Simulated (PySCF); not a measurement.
PySCF input file for CH6F2OSi2, SMILES OC([SiH2]F)[SiH2]F, ωB97X-D3(BJ)/def2-SVP. 

```python
import numpy as np
from pyscf import gto, scf, dft
import os
os.environ['JAX_PLATFORMS'] = 'cpu'
from ase import Atoms, units
from ase.calculators.calculator import Calculator, all_changes
from sella import Sella

mol = gto.M(
    atom='''
    O     0.28222400    1.58915818   -0.00000000
    C    -0.30977517    0.27419318   -0.00000000
    Si    0.13862248   -0.60363531   -1.63094677
    F    -0.34400817    0.31194275   -2.85781363
    Si    0.13862248   -0.60363532    1.63094677
    F    -0.34400817    0.31194276    2.85781363
    H     1.24040529    1.50367958   -0.00000000
    H    -1.38503116    0.48000207    0.00000000
    H    -0.55980483   -1.86784238   -1.78230875
    H     1.58790607   -0.65980113   -1.77709338
    H    -0.55980483   -1.86784237    1.78230876
    H     1.58790607   -0.65980113    1.77709338
    ''',
    basis='def2-SVP',
    charge=0,
    spin=0,
    max_memory=1600,
    verbose=3,
)
mf = dft.RKS(mol, xc='wb97x-d3bj').density_fit(auxbasis='def2-universal-jkfit')
mf.grids.level = 3
mf.conv_tol = 1e-9
mf.max_cycle = 100
mf.kernel()
grad = mf.nuc_grad_method()
grad.grid_response = mol.nao <= 150
scan = grad.as_scanner()
scan.verbose = scan.base.verbose = 0
class SCF(Calculator):
    implemented_properties = ['energy', 'forces']
    def calculate(self, atoms=None, properties=None, system_changes=all_changes):
        super().calculate(atoms, properties, system_changes)
        e, g = scan(mol.set_geom_(self.atoms.positions, unit='Angstrom', inplace=False))
        assert scan.converged
        self.results = {'energy': float(e) * units.Hartree, 'forces': -np.asarray(g) * units.Hartree / units.Bohr}
atoms = Atoms(mol.elements, mol.atom_coords(unit='Angstrom'), calculator=SCF())
conv = Sella(atoms, order=0, internal=True, allow_fragments=True).run(fmax=0.002, steps=150)
mol_eq = mol.set_geom_(atoms.positions, unit='Angstrom', inplace=False)
print(mol_eq.tostring(format='xyz'))
mf.reset(mol_eq)
mf.verbose = 3
mf.kernel()
```

Log of the run:

```
converged SCF energy = -895.364972858641
     Step          Energy         fmax         cmax       rtrust          rho
Sella   0   -24364.121909       1.0958       0.0000       0.1000       1.0000
Sella   1   -24364.245617       1.0958       0.0000       0.1000       1.3043
Sella   2   -24364.272481       0.5219       0.0000       0.1000       1.1236
Sella   3   -24364.275838       0.1542       0.0000       0.1000       1.3647
Sella   4   -24364.277327       0.0893       0.0000       0.1000       1.1124
Sella   5   -24364.277552       0.0545       0.0000       0.1000       1.2919
Sella   6   -24364.277634       0.0326       0.0000       0.1000       1.2523
Sella   7   -24364.277658       0.0081       0.0000       0.1000       1.3466
Sella   8   -24364.277668       0.0059       0.0000       0.1000       1.2762
Sella   9   -24364.277670       0.0058       0.0000       0.1000       1.2775
Sella  10   -24364.277671       0.0026       0.0000       0.1000       1.1860
12
XYZ from PySCF
O           0.42684406        1.63789413       -0.00000025
C          -0.24150903        0.36345064        0.00000001
Si          0.09870133       -0.57367150       -1.59337699
F          -0.56839210        0.20859321       -2.85457641
Si          0.09870174       -0.57367137        1.59337704
F          -0.56839342        0.20859213        2.85457634
H           1.37867555        1.47707870       -0.00000015
H          -1.32682055        0.58033846        0.00000014
H          -0.48283636       -1.94174919       -1.54439844
H           1.57055831       -0.61837328       -1.81394612
H          -0.48283413       -1.94174981        1.54439798
H           1.57055866       -0.61837125        1.81394687
converged SCF energy = -895.370696985364
```

The run converged.

Cost: very roughly 6 core-minutes.
